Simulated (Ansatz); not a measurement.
Bond stretch in Be₂, singlet.

Calculation: Ansatz (an electronic-structure program) with full CI/aug-cc-pVTZ, frozen core.

Problem. Relative to R = 2.52 Å, what are the energies at R = 1.89, 4.15, 5.11, 6.83 Å?

Solution. 22.1 mEh at 1.89 Å, 2.5 mEh at 4.15 Å, 2.9 mEh at 5.11 Å, 3.2 mEh at 6.83 Å.

Also computed but left out beside FCI, since their determinant holds another spin at the minimum (<S²> over 0.7 above the pure value): UHF, UMP2, UMP2/6-31G*.
